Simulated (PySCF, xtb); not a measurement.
Si(OH)3(SeH) (H₄O₃SeSi), SMILES O[Si](O)(O)[SeH]. Other conformers were not sampled.

Harmonic wavenumbers (cm⁻¹) from GFN2-xTB (xtb) at its own minimum, in rising order: 68, 153, 156, 219, 231, 240, 256, 284, 292, 397, 599, 808, 821, 827, 832, 978, 989, 2097, 3679, 3683, 3685.

Task: What does PBE-D3(BJ)/def2-SVP (PySCF 2.14.0) give at its own minimum? (An estimate is asked for; the answer gives what the named calculation found.)

Result: 132, 160, 185, 221, 229, 247, 297, 334, 348, 440, 649, 762, 804, 809, 840, 934, 960, 2356, 3747, 3754, 3764. Paired by order, the mean absolute difference is 47 cm⁻¹ and the zero-point energies are 30.4 and 31.4 kcal/mol.
